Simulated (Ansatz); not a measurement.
Consider the substitution at a C–Ga bond: `[CH3][Ga]1[CH2][S]1` + `C=C(N)O` → `C=C(O)NC` + `[CH2]1[S][GaH]1`.

Computed with Ansatz on PBE0-D4/def2-TZVP structures; ΔE is electronic, products minus reactants. CCSD(T)/CBS adds triple-zeta CCSD(T) − MP2 to the extrapolated MP2 energy (def2 sets, frozen cores). Functionals use def2-TZVPP. B3LYP here is the variant with VWN-RPA as its local correlation; programs differ in this. HSE06 is defined as in plane-wave codes. For Ga outer-core shells are correlated without core-valence functions, which leaves a few kJ/mol of doubt a bond. Scalar relativity is left out up to krypton. Each species was taken in one conformer, which may not be the lowest.

`[CH3][Ga]1[CH2][S]1`:

Cartesian coordinates in Å:
```
C -1.309 1.271 -0.392
Ga -0.020 -0.130 -0.044
C 1.536 -1.107 0.552
S 0.346 -2.251 -0.363
H -2.259 1.004 0.073
H -0.971 2.230 -0.001
H -1.466 1.352 -1.468
H 2.489 -0.995 0.043
H 1.655 -1.373 1.599
```

`C=C(N)O`:

Z-matrix (Å, degrees):
```
C
C 1 1.338
H 1 1.080 2 120.9
H 1 1.081 2 120.9 3 -177.8
N 2 1.376 1 126.3 3 4.1
O 2 1.355 1 124.2 3 -178.6
H 5 1.008 2 113.9 1 -150.1
H 5 1.006 2 114.7 1 -17.1
H 6 0.961 2 108.3 1 3.3
```

`C=C(O)NC`:

Z-matrix (Å, degrees):
```
C
N 1 1.436
H 1 1.099 2 113.0
H 1 1.090 2 109.0 3 121.1
H 1 1.093 2 110.0 3 -120.8
C 2 1.366 1 120.1 3 57.5
H 2 1.007 1 116.8 3 -86.5
O 6 1.358 2 109.5 1 -171.8
C 6 1.341 2 126.5 1 9.6
H 8 0.961 6 108.1 2 176.1
H 9 1.078 6 121.5 2 -3.9
H 9 1.082 6 120.4 2 174.2
```

`[CH2]1[S][GaH]1`:

Z-matrix (Å, degrees):
```
C
Ga 1 1.931
S 1 1.885 2 69.1
H 1 1.086 2 120.4 3 -105.1
H 1 1.086 2 120.4 3 105.1
H 2 1.530 1 162.5 3 -180.0
```

```csv
level,ΔE (kJ/mol),difference from CCSD(T)/CBS
LDA (SPW92),51.0,-16.5
PBE-D4,60.1,-7.4
revPBE-D4,56.7,-10.8
r2SCAN-D4,62.3,-5.2
PBE0-D4,60.6,-6.9
B3LYP-D4,59.2,-8.3
r2SCANh-D4,62.3,-5.2
r2SCAN0-D4,62.1,-5.4
HSE06-D4,60.9,-6.6
BHLYP-D4,59.3,-8.2
CAM-B3LYP-D4,57.4,-10.1
ωB97M-V,60.6,-6.9
B2PLYP,63.3,-4.2
PBE-QIDH,63.6,-3.9
PBE,61.7,-5.8
revPBE,65.5,-2.0
BLYP,62.5,-5.0
r2SCAN,62.7,-4.8
PBE0,61.8,-5.7
B3LYP,61.6,-5.9
r2SCAN0,62.5,-5.0
HSE06,61.9,-5.6
BHLYP,59.7,-7.8
CAM-B3LYP,58.4,-9.1
LC-ωPBE,62.2,-5.3
RPA@PBE/def2-TZVPP,59.1,-8.4
HF/def2-SVP,48.7,-18.8
MP2/def2-SVP,54.7,-12.8
CCSD/def2-SVP,49.4,-18.1
CCSD(T)/def2-SVP,48.9,-18.6
HF/def2-TZVPP,57.7,-9.8
MP2/def2-TZVPP,68.0,0.5
SCS-MP2/def2-TZVPP,64.3,-3.2
CCSD/def2-TZVPP,63.4,-4.1
CCSD(T)/def2-TZVPP,63.6,-3.9
MP2/def2-QZVPP,69.9,2.4
SCS-MP2/def2-QZVPP,66.1,-1.4
HF/CBS(def2),56.6,-10.9
MP2/CBS(def2),71.9,4.4
CCSD/CBS(def2),67.3,-0.2
CCSD(T)/CBS,67.5,0
```

Largest T1 diagnostic among the species: 0.015.

In def2-TZVPP, CCSD(T) changes the Hartree–Fock value by +5.9 kJ/mol (the triples alone add +0.2 kJ/mol) and MP2 by +10.2 kJ/mol. Leaving LDA and LC-ωPBE aside and taking each functional with its dispersion term where it has one, the values, not all of them listed here, spread over 8.4 kJ/mol, from B97M-V to PBE-QIDH. LDA lies −10.7 kJ/mol from PBE without D4.
